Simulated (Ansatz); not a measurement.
Basis sets compared for (LiSH)2 ring (Li₂H₂S₂). The state is a singlet with charge 0. Geometry PBE-D4/def2-TZVP. Ansatz on 4 threads of Arm Neoverse V2 on a shared host; times are rough, and most runs start from earlier orbitals.

Cartesian coordinates in Å:
```
Li 0.8576 0.9565 0.4301
S 0.1058 0.8829 -1.7648
Li -1.2644 -0.3417 -0.3465
S -0.6265 -0.0957 1.8717
H 0.8868 -0.1357 -2.1962
H 0.0407 -1.2664 2.0056
```

Binding counts from free atoms (Li doublet, S triplet, H doublet) in the same basis, without a counterpoise term.

```csv
level,functions,energy (Eh),HOMO (eV),LUMO (eV),binding per atom (eV),wall time
PBE-D4/def2-SVP,64,-812.1258,-5.27,-1.33,2.81,0.45 s
PBE0-D4/def2-SVP,64,-812.2069,-6.49,-0.79,2.77,0.55 s
```

**Question.** Estimate the rows for PBE-D4/def2-TZVP (with forces), PBE0-D4/def2-TZVP.

**Answer.** 
| level | functions | energy (Eh) | HOMO (eV) | LUMO (eV) | binding per atom (eV) | wall time |
| --- | --- | --- | --- | --- | --- | --- |
| PBE-D4/def2-TZVP (with forces) | 114 | -812.4123 | -5.46 | -1.38 | 2.78 | 1.3 s |
| PBE0-D4/def2-TZVP | 114 | -812.4886 | -6.64 | -0.82 | 2.74 | 0.9 s |
